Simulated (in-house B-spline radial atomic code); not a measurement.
Yb. Computed with a B-spline radial atomic code. Model: non-relativistic spherical atom: semilocal Troullier-Martins pseudo-atom, one channel per l, against all electrons, high spin, G0W0 and RPA with empty states to l = 8, local potential for every l without a channel, a model core (radius 0 = none) keeps its share of the functional.

Without relativity these are model numbers for so heavy an element.

What the tables leave out is listed at the end.

The pseudopotential gives back the lowest level of each angular momentum of its own functional in the configuration it was made in; a second state of the same l is only approximately right. Exact exchange, RPA and GW see the smooth pseudo-orbitals and miss the exchange with the core, for which the functional's share stands in. The column with an uncorrelated core keeps all orbitals and exact exchange, and so separates missing core correlation from pseudisation. Only the three outermost levels and the lowest empty one were computed. RPA here is direct RPA, with no exchange kernel, and its energies carry an (l + 1/2)⁻⁴ tail. A hybrid on a potential with a model core restores only its own semilocal share of the core's exchange.

Command:
```bash
python run_psgw.py task.json out
```
Settings (lengths in bohr, energies in hartree):
```
Z                      70
electrons              70
configuration          [Xe] 4f14 6s2
generated_in           [Xe] 4f14 6s2
functional             pbe,pbe
core_shells            9
radius_factor          1
core_correction        True
ion_configuration      [Xe] 4f14 6s1
```

Run time, properties included: 120 s on 1 thread of Arm Neoverse N1 (shared host).

Given: made with PBE; model core radius 0.694 bohr; local radius 1.287 bohr; mean-field start PBE.

Valence shells of the generating configuration: 5s, 5p, 4f, 6s.

Channel: s 1.167, p 1.275, d 1.967, f 1.613 (radii in bohr).

Computed: largest level miss in the spin-unpolarised generating configuration 0.027 eV; valence RPA correlation energy all-electron orbitals -1.937 hartree; valence RPA correlation energy pseudo -2.5543 hartree; all-electron RPA polarisability, core included 126.32 bohr³; pseudo-atom RPA polarisability 124.66 bohr³; ionisation by mean-field pseudo minus all 0.038 eV; ionisation by RPA all-electron 6.2344 eV.

```tsv
level	occupied	mean-field all-electron (eV)	mean-field pseudo minus all (eV)	G0W0 all-electron (eV)	G0W0 uncorrelated core minus all (eV)	G0W0 pseudo minus all (eV)	exchange self-energy all-electron (eV)	exchange self-energy pseudo (eV)
6s	1	-3.6045	-0.027	-5.8568	0.002	-0.034	-7.1234	-6.8661
```

Problem. What is the ionisation by mean-field all-electron?

Solution. 5.8302 eV.

Problem. What is the ionisation by RPA pseudo minus all?

Solution. 0.115 eV.

Given: mean-field start PBE0.

Computed: valence RPA correlation energy all-electron orbitals -1.8262 hartree; valence RPA correlation energy pseudo -2.4855 hartree; all-electron RPA polarisability, core included 111.13 bohr³; pseudo-atom RPA polarisability 108.3 bohr³; ionisation by mean-field all-electron 5.7106 eV; ionisation by RPA all-electron 6.0409 eV.

```tsv
level	occupied	mean-field all-electron (eV)	mean-field pseudo minus all (eV)	G0W0 all-electron (eV)	G0W0 uncorrelated core minus all (eV)	G0W0 pseudo minus all (eV)	exchange self-energy all-electron (eV)	exchange self-energy pseudo (eV)
6s	1	-4.1145	-0.05	-5.9402	0.002	-0.075	-6.9687	-6.7568
6p (empty)	0	-0.92121	-0.014	-0.16275	0	-0.028	-1.4264	-1.3404
```

Problem. What is the ionisation by mean-field pseudo minus all?

Solution. 0.065 eV.

Problem. What is the ionisation by RPA pseudo minus all?

Solution. 0.127 eV.

Among the listed levels the largest G0W0 shift of the pseudo-atom is -0.07 eV, for 6s on the PBE0 start, while leaving the core uncorrelated moves that level by +0.00 eV. The rest, -0.08 eV, comes from pseudisation and the lost core exchange. Not in the tables (levels of low weight, unsolved or above zero; the highest and the empty levels are kept at any weight): on PBE the G0W0 levels 4f (pseudo minus all +6.90 eV, weights 0.74 and 0.11), 5p (pseudo minus all -0.82 eV, weights 0.07 and 0.07), 5d (pseudo minus all -0.05 eV, weights 0.56 and 0.54); on PBE0 the G0W0 levels 4f (pseudo minus all +9.92 eV, weights 0.80 and 0.05), 5p (pseudo minus all -1.09 eV, weights 0.36 and 0.49); no Hartree-Fock pseudo-atom is run with a model core.
